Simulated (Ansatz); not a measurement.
F₂H₄SSi₂ (`F[SiH2][SiH](F)S`) from Hartree–Fock to CCSD(T)

```json
{"atom": "F1", "x (Å)": "-0.685", "y (Å)": "-1.865", "z (Å)": "-0.738"}
{"atom": "Si2", "x (Å)": "-0.946", "y (Å)": "-0.836", "z (Å)": "0.471"}
{"atom": "Si3", "x (Å)": "0.670", "y (Å)": "0.855", "z (Å)": "0.275"}
{"atom": "F4", "x (Å)": "2.018", "y (Å)": "0.394", "z (Å)": "1.009"}
{"atom": "S5", "x (Å)": "0.965", "y (Å)": "1.229", "z (Å)": "-1.791"}
{"atom": "H6", "x (Å)": "-2.309", "y (Å)": "-0.270", "z (Å)": "0.310"}
{"atom": "H7", "x (Å)": "-0.861", "y (Å)": "-1.597", "z (Å)": "1.743"}
{"atom": "H8", "x (Å)": "0.274", "y (Å)": "2.157", "z (Å)": "0.864"}
{"atom": "H9", "x (Å)": "0.873", "y (Å)": "-0.067", "z (Å)": "-2.143"}
```

The species carries charge 0 and has multiplicity 1. Geometry: relaxed with PBE0-D4/def2-TZVP. It is one conformer, not always the lowest. Frozen core, restricted reference, Ansatz. CBS rows extrapolate triple and quadruple zeta; past MP2 they add the triple-zeta difference.

```json
{"basis": "def2-SVP", "HF (Eh)": "-1176.27131", "MP2 corr.": "-0.68942", "CCSD corr.": "-0.73804", "(T)": "-0.01517", "CCSD(T) total": "-1177.02452"}
{"basis": "def2-TZVPP", "HF (Eh)": "-1176.88940", "MP2 corr.": "-0.91409", "CCSD corr.": "-0.96004", "(T)": "-0.03271", "CCSD(T) total": "-1177.88215"}
{"basis": "def2-QZVPP", "HF (Eh)": "-1176.92874", "MP2 corr.": "-0.99870", "CCSD corr.": "–", "(T)": "–", "CCSD(T) total": "–"}
{"basis": "CBS(def2)", "HF (Eh)": "-1176.93415", "MP2 corr.": "-1.06138", "CCSD corr.": "-1.10734", "(T)": "as TZ", "CCSD(T) total": "-1178.07420"}
```
